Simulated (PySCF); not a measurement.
PySCF input file for W(NH)2(F)(Br) (BrFH2N2W), SMILES [Br][W](=[NH])([F])=[NH], multiplicity 1, TDA-LC-ωPBE/def2-SVPD. Coordinates come from a B3LYP-D3(BJ)/def2-SVP optimisation. The multiplicity is an assumed one; no other spin state was optimised. The structure was generated by enumeration; whether it is a known compound was not checked. The def2 effective core potentials stand for the cores of W; spin–orbit coupling is left out.

```python
import numpy as np
from pyscf import gto, scf, dft, tdscf

mol = gto.M(
    atom='''
    W     0.00965638   -0.51832502   -0.00000000
    N     0.89308245   -1.00411046    1.42961138
    H     1.67203329   -1.40905469    1.94352605
    N     0.89308243   -1.00411046   -1.42961140
    H     1.67203326   -1.40905468   -1.94352608
    F    -1.65451373   -1.40199400    0.00000001
    Br   -0.04774769    1.93856151    0.00000000
    ''',
    basis='def2-SVPD',
    ecp={'W': 'def2-svp'},
    charge=0,
    spin=0,
    symmetry=True,
    max_memory=1600,
    verbose=4,
)
mf = dft.RKS(mol, xc='lc_wpbe').density_fit(auxbasis='def2-universal-jkfit')
mf.grids.level = 3
mf.conv_tol = 1e-9
mf.max_cycle = 100
mf.kernel()
mf.grids = dft.Grids(mol).set(level=1).build(with_non0tab=True)  # coarser grid for the response kernel
td = tdscf.TDA(mf)
td.singlet = True
td.nstates = 10
td.conv_tol = 1e-4
td.positive_eig_threshold = 1e-6
td.kernel(x0=td.get_init_guess(mf, 15))
td.analyze()
tt = tdscf.TDA(mf)
tt.singlet = False
tt.nstates = 4
tt.conv_tol = 1e-4
tt.positive_eig_threshold = 1e-6
tt.kernel(x0=tt.get_init_guess(mf, 9))
tt.analyze(verbose=3)
```

Log of the run:

```
PySCF version 2.14.0

[INPUT] verbose = 4
[INPUT] num. atoms = 7
[INPUT] num. electrons = 74
[INPUT] charge = 0
[INPUT] spin (= nelec alpha-beta = 2S) = 0
[INPUT] symmetry True subgroup None
[INPUT] Mole.unit = angstrom
[INPUT] Symbol           X                Y                Z      unit          X                Y                Z       unit  Magmom
[INPUT]  1 W      0.009656380000  -0.518325020000   0.000000000000 AA    0.018247913555  -0.979492331310   0.000000000000 Bohr   0.0
[INPUT]  2 N      0.893082450000  -1.004110460000   1.429611380000 AA    1.687681237156  -1.897493768211   2.701573972762 Bohr   0.0
[INPUT]  3 H      1.672033290000  -1.409054690000   1.943526050000 AA    3.159684989255  -2.662727458634   3.672731950458 Bohr   0.0
[INPUT]  4 N      0.893082430000  -1.004110460000  -1.429611400000 AA    1.687681199361  -1.897493768211  -2.701574010556 Bohr   0.0
[INPUT]  5 H      1.672033260000  -1.409054680000  -1.943526080000 AA    3.159684932564  -2.662727439737  -3.672732007150 Bohr   0.0
[INPUT]  6 F     -1.654513730000  -1.401994000000   0.000000010000 AA   -3.126577819033  -2.649384688283   0.000000018897 Bohr   0.0
[INPUT]  7 Br    -0.047747690000   1.938561510000   0.000000000000 AA   -0.090230057181   3.663350329523   0.000000000000 Bohr   0.0

nuclear repulsion = 379.242167563965
point group symmetry = Cs
symmetry origin: [ 1.55126770e-09 -6.20507066e-09 -1.12819467e-09]
symmetry axis x: [ 1.00000000e+00  2.82868532e-09 -1.23547283e-08]
symmetry axis y: [ 2.82868532e-09 -1.00000000e+00 -2.46538634e-10]
symmetry axis z: [ 1.23547283e-08 -2.46538621e-10  1.00000000e+00]
num. orbitals of irrep A' = 96
num. orbitals of irrep A" = 59
number of shells = 61
number of NR pGTOs = 256
number of NR cGTOs = 155
basis = def2-SVPD
ecp = {'W': 'def2-svp'}


[settings echo left out]
init E= -2836.9441326448
HOMO (A") = -0.537030578736152  LUMO (A') = -0.297626051122637  gap/eV = 6.51453
cycle= 1 E= -2850.86735784984  delta_E= -13.9  |g|= 0.894  |ddm|= 7.77
HOMO (A") = -0.323596365356961  LUMO (A') = -0.0115964636719723  gap/eV = 8.48995
cycle= 2 E= -2850.73839089474  delta_E= 0.129  |g|= 1.24  |ddm|= 1.91
HOMO (A") = -0.378392161166343  LUMO (A') = 0.0231460440191502  gap/eV = 10.92641
cycle= 3 E= -2851.00264821524  delta_E= -0.264  |g|= 0.228  |ddm|= 1.05
HOMO (A") = -0.394376716870387  LUMO (A') = -0.0136259724981673  gap/eV = 10.36076
cycle= 4 E= -2851.01318354575  delta_E= -0.0105  |g|= 0.0729  |ddm|= 0.291
HOMO (A") = -0.398580097771007  LUMO (A') = -0.0081174231571135  gap/eV = 10.62503
cycle= 5 E= -2851.01423400249  delta_E= -0.00105  |g|= 0.029  |ddm|= 0.084
HOMO (A") = -0.395918688038531  LUMO (A') = -0.00599005082898474  gap/eV = 10.61050
cycle= 6 E= -2851.01442908737  delta_E= -0.000195  |g|= 0.0069  |ddm|= 0.0393
HOMO (A") = -0.396194161484372  LUMO (A') = -0.00675939457788477  gap/eV = 10.59706
cycle= 7 E= -2851.01445245561  delta_E= -2.34e-05  |g|= 0.00221  |ddm|= 0.0174
HOMO (A") = -0.396375860091561  LUMO (A') = -0.00670953331446622  gap/eV = 10.60336
cycle= 8 E= -2851.01445591226  delta_E= -3.46e-06  |g|= 0.00111  |ddm|= 0.00591
HOMO (A") = -0.396350842511696  LUMO (A') = -0.00666662957295472  gap/eV = 10.60385
cycle= 9 E= -2851.01445669846  delta_E= -7.86e-07  |g|= 0.000344  |ddm|= 0.00277
HOMO (A") = -0.396339719841249  LUMO (A') = -0.00663225775105314  gap/eV = 10.60448
cycle= 10 E= -2851.01445687547  delta_E= -1.77e-07  |g|= 8.83e-05  |ddm|= 0.0017
HOMO (A") = -0.396341225649209  LUMO (A') = -0.00662777346217713  gap/eV = 10.60464
cycle= 11 E= -2851.01445688826  delta_E= -1.28e-08  |g|= 4.2e-05  |ddm|= 0.000383
HOMO (A") = -0.396339850733959  LUMO (A') = -0.00663031839620754  gap/eV = 10.60454
cycle= 12 E= -2851.01445688966  delta_E= -1.4e-09  |g|= 3.57e-05  |ddm|= 0.000105
HOMO (A") = -0.396339878413141  LUMO (A') = -0.00662845458804373  gap/eV = 10.60459
cycle= 13 E= -2851.01445689048  delta_E= -8.21e-10  |g|= 1.33e-05  |ddm|= 9.97e-05
HOMO (A") = -0.396339116956352  LUMO (A') = -0.00663049152956496  gap/eV = 10.60451
Extra cycle  E= -2851.01445689048  delta_E= -9.09e-13  |g|= 1.98e-05  |ddm|= 3.47e-05
converged SCF energy = -2851.01445689048
tot grids = 36752
Overwritten attributes  positive_eig_threshold  of <class 'pyscf.tdscf.rks.TDA'>


******** <class 'pyscf.tdscf.rks.TDA'> for <class 'pyscf.df.df_jk.DFSymAdaptedRKS'> ********
nstates = 10 singlet
deg_eia_thresh = 1.000e-03
wfnsym = None
conv_tol = 0.0001
eigh lindep = 1e-12
eigh level_shift = 0
eigh max_cycle = 100


Excitation energies (eV)
[4.68191668 4.93931354 5.1172144  5.21889846 5.41825273 5.75265077
 5.86692433 6.17802435 6.22667763 6.46973888]

** Singlet excitation energies and oscillator strengths **
Excited State   1:   A"      4.68192 eV    264.82 nm  f=0.0088
      35 -> 38        0.18431
      36 -> 39        0.12640
      37 -> 38       -0.64584
Excited State   2:   A'      4.93931 eV    251.02 nm  f=0.0047
      34 -> 38       -0.22310
      35 -> 39        0.27741
      36 -> 38        0.41809
      37 -> 39       -0.39392
Excited State   3:   A'      5.11721 eV    242.29 nm  f=0.0250
      34 -> 38       -0.25981
      35 -> 39       -0.28047
      36 -> 38        0.42220
      37 -> 39        0.38305
Excited State   4:   A"      5.21890 eV    237.57 nm  f=0.0014
      32 -> 38       -0.18163
      34 -> 39       -0.11045
      35 -> 38        0.61814
      37 -> 38        0.19621
Excited State   5:   A"      5.41825 eV    228.83 nm  f=0.0007
      33 -> 39       -0.16953
      34 -> 39       -0.20141
      35 -> 40       -0.30748
      35 -> 41        0.10573
      36 -> 39        0.10435
      37 -> 40        0.49663
      37 -> 41       -0.16499
Excited State   6:   A'      5.75265 eV    215.53 nm  f=0.0014
      33 -> 38       -0.31057
      34 -> 38       -0.39067
      34 -> 40        0.15240
      35 -> 39        0.15797
      36 -> 38       -0.24161
      36 -> 40       -0.29616
      37 -> 39        0.14706
Excited State   7:   A"      5.86692 eV    211.33 nm  f=0.0000
      31 -> 39       -0.10230
      33 -> 39        0.13233
      35 -> 41       -0.21383
      36 -> 39        0.37244
      37 -> 41        0.43982
      37 -> 42       -0.13579
Excited State   8:   A"      6.17802 eV    200.69 nm  f=0.0004
      32 -> 40       -0.14112
      35 -> 40        0.52189
      36 -> 39        0.12438
      37 -> 40        0.34643
Excited State   9:   A'      6.22668 eV    199.12 nm  f=0.0025
      32 -> 39       -0.12624
      33 -> 38       -0.17939
      34 -> 38       -0.10338
      34 -> 40       -0.13942
      35 -> 39        0.31124
      36 -> 40        0.50326
      36 -> 41        0.11106
      37 -> 39        0.13654
Excited State  10:   A'      6.46974 eV    191.64 nm  f=0.0100
      31 -> 38       -0.12119
      33 -> 38        0.29810
      34 -> 38       -0.13096
      34 -> 41        0.19742
      35 -> 39        0.21274
      36 -> 38       -0.14688
      36 -> 41       -0.40333
      36 -> 42        0.11435
      37 -> 39        0.17345
      37 -> 43       -0.12532

** Transition electric dipole moments (AU) **
state          X           Y           Z        Dip. S.      Osc.
  1         0.0000     -0.0000     -0.2772      0.0768      0.0088
  2        -0.1052     -0.1671     -0.0000      0.0390      0.0047
  3        -0.1082     -0.4334      0.0000      0.1996      0.0250
  4        -0.0000      0.0000     -0.1062      0.0113      0.0014
  5        -0.0000      0.0000     -0.0741      0.0055      0.0007
  6         0.0197      0.0990     -0.0000      0.0102      0.0014
  7        -0.0000      0.0000      0.0078      0.0001      0.0000
  8         0.0000     -0.0000     -0.0504      0.0025      0.0004
  9        -0.0352     -0.1243      0.0000      0.0167      0.0025
 10         0.0884      0.2356     -0.0000      0.0633      0.0100

WARN: ECP detected. Skipping calculation of transition velocity and magnetic dipole moments, which have not yet been implemented.



******** <class 'pyscf.tdscf.rks.TDA'> for <class 'pyscf.df.df_jk.DFSymAdaptedRKS'> ********
nstates = 4 triplet
deg_eia_thresh = 1.000e-03
wfnsym = None
conv_tol = 0.0001
eigh lindep = 1e-12
eigh level_shift = 0
eigh max_cycle = 100


Excitation energies (eV)
[4.08553431 4.37883847 4.58862229 4.64636918]

** Triplet excitation energies and oscillator strengths **
Excited State   1:   A"      4.08553 eV    303.47 nm  f=0.0000
Excited State   2:   A'      4.37884 eV    283.14 nm  f=0.0000
Excited State   3:   A"      4.58862 eV    270.20 nm  f=0.0000
Excited State   4:   A'      4.64637 eV    266.84 nm  f=0.0000
```

The calculation finished and met its thresholds.
